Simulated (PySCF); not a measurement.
# Computed properties of GaH3, SMILES [GaH3]

GaH3, SMILES [GaH3]. The structure is a stationary point at PBE0-D3(BJ)/def2-TZVPD. The isomer is the one that the SMILES or the coordinates give; other isomers of the formula were not compared. The values are those of a single conformer. All values are computed for the isolated molecule unless a solvent is named; none is compared with measurement here.

**Structure.** The optimised structure has D3h symmetry. All 6 harmonic modes at PBE0-D3(BJ)/def2-TZVPD (PySCF) are real, so it is a minimum.

**Vibrations.** The strongest infrared lines (harmonic, unscaled, degenerate partners summed) lie at 1977 cm⁻¹ (502 km/mol, H 98 %), 758 cm⁻¹ (293 km/mol, H 98 %), 721 cm⁻¹ (171 km/mol, H 96 %). The softest mode is at 721 cm⁻¹ and the zero-point energy is 11.7 kcal/mol.

**Electronic structure.** CAM-B3LYP/def2-TZVPD (PySCF) places the frontier levels at -10.00 and -0.95 eV, a gap of 9.05 eV, and gives a dipole moment of 0.00 D and a mean polarisability of 33.1 bohr³. PBE/def2-TZVPD (PySCF) at the same geometry gives -7.34 and -2.66 eV, so its gap is 4.37 eV narrower. An orbital gap is neither the optical nor the fundamental gap.

**Excitations.** TDDFT-ωB97X/def2-TZVPD (PySCF) has S1 at 5.33 eV (233 nm, f = 0.000, dark); the most intense of the 10 singlets computed lies at 9.80 eV (f = 1.44). Strengths of degenerate partners are summed. T1 (TDA) is at 4.99 eV. TDDFT-PBE/def2-TZVPD (PySCF) puts S1 at 4.85 eV. No vertical singlet excitation falls in the visible range (under 3.1 eV).

**NMR.** GIAO shifts at PBE0/pcSseg-2 (PySCF) (non-relativistic, atoms alike by connectivity averaged): ¹H at 6.6 ppm against TMS.
